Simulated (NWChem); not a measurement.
Species: CH6FNSi; SMILES NC[SiH2]F

```xyz
10

N      0.0813     2.1441     0.0000
C     -0.7117     0.9159     0.0000
Si     0.4123    -0.5909     0.0000
F     -0.4057    -2.0023     0.0000
H      0.6837     2.2026     0.8188
H      0.6837     2.2026    -0.8188
H     -1.3816     0.9130    -0.8762
H     -1.3816     0.9130     0.8762
H      1.2754    -0.5594     1.2183
H      1.2754    -0.5594    -1.2183
```
Atoms are numbered in this order, from 1.

Level: PBE0/def2-SVP (NWChem), optimised geometry, unscaled harmonic frequencies. 

Q: List the harmonic frequencies with IR intensities, and the thermochemistry.

A: 
```csv
frequency (cm⁻¹),IR intensity (km/mol)
109,2.1
141,8.7
281,62.2
306,3.1
483,8.8
722,51.4
736,37.1
813,237.0
827,30.8
864,19.9
937,240.2
962,121.6
1073,15.5
1099,5.1
1265,0.9
1359,0.0
1425,6.2
1635,20.3
2237,82.4
2241,160.7
3067,12.2
3125,5.2
3539,1.6
3629,5.4
```

```json
{
 "zero_point_energy": "47.0 kcal/mol",
 "thermal correction to the enthalpy at 298.15 K (with zero-point energy)": "51.3 kcal/mol",
 "heat capacity Cv": "19.7 cal/(mol K)",
 "entropy at 298.15 K and 1 atm (symmetry number 1)": "75.5 cal/(mol K)",
 "dipole_moment": "1.49 D"
}
```

Rigid rotor and harmonic oscillator.
